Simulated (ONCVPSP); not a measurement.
Tm (Z = 69), ONCV: configuration errors across variants

Tm (Z = 69), optimised norm-conserving Vanderbilt (ONCV), made with ONCVPSP 4.0.1 (LDA (Perdew-Wang 92), fully relativistic). Core [Kr] 4d10 4f12, reference 5s2 5p6 5d1 6s1 (charge +1). Waves: 5s+6s: rc 1.55 bohr, ncon 4, nbas 8, qcut 6.6 1/bohr, 2 projectors; 5p: rc 1.35 bohr, ncon 5, nbas 10, qcut 7.3 1/bohr, 3 projectors, debl 2.9 Ha; 5d: rc 3.35 bohr, ncon 3, nbas 8, qcut 3.8 1/bohr, 1 projector. Local part: polynomial inside 1.35 bohr (lpopt 5, dvloc0 1 Ha). Core correction: Teter function fitted to the true core (icmod 2), fcfact 0.35.

Open shells are filled in proportion to 2j + 1.

All-electron excitation energies from the reference (eV): (1) 5s2 5p6 5d1 6s2 -7.358; (2) 5s2 5p6 5d1 6s0 13.215; (3) 5s2 5p6 5d0 6s0 33.413; (4) 5s1 5p6 5d1 6s2 56.328.

1 further variants failed, have other tests or another functional or relativity, and are left out.

A true bound ghost makes a file unfit for plane-wave use even where its test errors are small: the radial tests pick states by their node count and pass the ghost by.

Errors AE − PS in meV (a dash: test not solved or not reliable):

```csv
change,(1),(2),(3),(4),bound ghosts,GHOST(+) flags above zero
base,-0.7,+0.2,+130,-468,p3/2,"s, p3/2, d5/2, p1/2, d3/2"
"local potential polynomial inside 0.85 bohr (lpopt 4, dvloc0 2 Ha)",-0.7,+0.4,+130,-468,"s, p3/2","p3/2, p1/2"
"core correction Teter function fitted to the true core (icmod 2), fcfact 0.62",-0.7,+0.3,+137,-476,p3/2,"s, p3/2, d5/2, p1/2, d3/2"
p: nproj 2,-0.7,+0.2,+130,-468,none,"s, d5/2, d3/2"
"d: ncon 4, nbas 9",+0.2,+2.5,+100,-457,p3/2,"s, p3/2, d5/2, p1/2, d3/2"
"core correction Teter function, fcfact 2.25, rcfact 1.15",-0.5,+0.7,+140,-438,p3/2,"s, p3/2, d5/2, p1/2, d3/2"
d: qcut 5.5,+1.9,+7.8,+4.4,-403,p3/2,"s, p3/2, p1/2"
"p: rc 1.32; local potential polynomial inside 1.32 bohr (lpopt 5, dvloc0 1 Ha)",-0.7,+0.2,+130,-468,p3/2,"s, p3/2, d5/2, p1/2, d3/2"
```

Problem. Give the same row for: local potential polynomial inside 1.35 bohr (lpopt 5, dvloc0 8 Ha).

Solution. -0.7, -0.2, +130, -514; bound ghosts: p3/2, d5/2, d3/2; GHOST(+) flags above zero: p3/2, p1/2.
